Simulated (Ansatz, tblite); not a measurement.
Cost and result up the ladder for SbH2Me (CH5Sb) (7 atoms). The state is a singlet with charge 0. Geometry: PBE0-D4/def2-TZVP.

```
atom   x (Å)   y (Å)   z (Å)
 Sb1  -0.330  -0.096   1.353
  H2  -0.084  -1.773   1.124
  H3   1.344   0.152   1.610
  C4  -0.235   0.365  -0.757
  H5  -1.161   0.036  -1.228
  H6   0.612  -0.129  -1.226
  H7  -0.145   1.445  -0.875
```

Ansatz on 4 threads of Arm Neoverse V1 on a shared host; xTB runs through tblite on one thread. Times are rough, summed over both states, and most runs start from the orbitals of an earlier one. PBE0-D4/def2-TZVP serves as the yardstick here, not as an exact answer. The other state is a triplet.

In the def2 sets Sb takes a core potential; there is no spin–orbit coupling. The xTB rows come from tblite.

xTB has no spin-polarisation term.

```tsv
level	functions	wall time
GFN2-xTB	18	0.004 s
GFN1-xTB	23	0.005 s
PBE-D4/def2-TZVP	111	1.9 s
PBE0-D4/def2-TZVP	111	3.7 s
r2SCAN-D4/def2-TZVP	111	5.9 s
```

Question: Estimate what each level gives for the vertical triplet (eV).

Answer: 
```
              level  vertical triplet (eV)  difference from PBE0-D4/def2-TZVP (eV)
           GFN2-xTB                   4.59                                   -0.14
           GFN1-xTB                   5.76                                    1.03
   PBE-D4/def2-TZVP                   4.69                                   -0.05
  PBE0-D4/def2-TZVP                   4.73                                    0.00
r2SCAN-D4/def2-TZVP                   4.71                                   -0.02
```
